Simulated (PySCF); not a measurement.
Compound: C₂H₈BOP.
Atom-mapped SMILES: `[CH2:1]=[CH:2][O:3][BH2-:4][PH3+:5]` (hydrogens: H6, H7 on C1; H8 on C2; H9, H10 on B4; H11, H12, H13 on P5)

Method: PySCF, PBE0-D3(BJ)/def2-SVP geometry optimisation, gas phase.

(1) Give the optimised bond lengths and angles.

## Answers

(1) 
| bond | length (Å) | order |
| --- | --- | --- |
| C1=C2 | 1.337 | double |
| C2–O3 | 1.338 | single |
| O3–B4 | 1.442 | single |
| B4–P5 | 1.981 | single |
| C1–H6 | 1.093 | single |
| C1–H7 | 1.090 | single |
| C2–H8 | 1.100 | single |
| B4–H9, B4–H10 | 1.230 | single |
| P5–H11, P5–H12, P5–H13 | 1.415 | single |

Bonds in one row agree within 0.01 Å and their mean is given. Orders are formal, as drawn. A selection of angles:
| angle | degrees |
| --- | --- |
| C2–C1–H6 | 121.0 |
| C2–C1–H7 | 119.9 |
| H6–C1–H7 | 119.0 |
| C1–C2–O3 | 123.8 |
| C1–C2–H8 | 120.6 |
| O3–C2–H8 | 115.6 |
| C2–O3–B4 | 119.3 |
| O3–B4–P5 | 105.3 |
| O3–B4–H9 | 117.3 |
| P5–B4–H9 | 100.8 |
| P5–B4–H10 | 100.5 |
| H9–B4–H10 | 112.4 |
| B4–P5–H11 | 119.5 |
| B4–P5–H12 | 112.8 |
| H11–P5–H12 | 101.0 |
| H11–P5–H13 | 100.1 |

Dihedral angles: C1–C2–O3–B4 180° (antiperiplanar); C2–O3–B4–P5 -177° (antiperiplanar). The mirror-image conformer, all signs reversed, is as good.

B4 (four-coordinate boron) is distorted tetrahedral (angles from 100.5° to 117.3°). The 5 heavy atoms lie in one plane (0.015 Å rms). P5 (phosphorus bonded to B and 3 H) is distorted tetrahedral (angles from 100.1° to 119.5°).

Point group: near Cs, missed by 0.11 Å at most; the miss may be what the optimiser left on a soft mode. PBE0-D3(BJ)/def2-SVP frequencies: not computed here. One conformer, not necessarily the lowest.
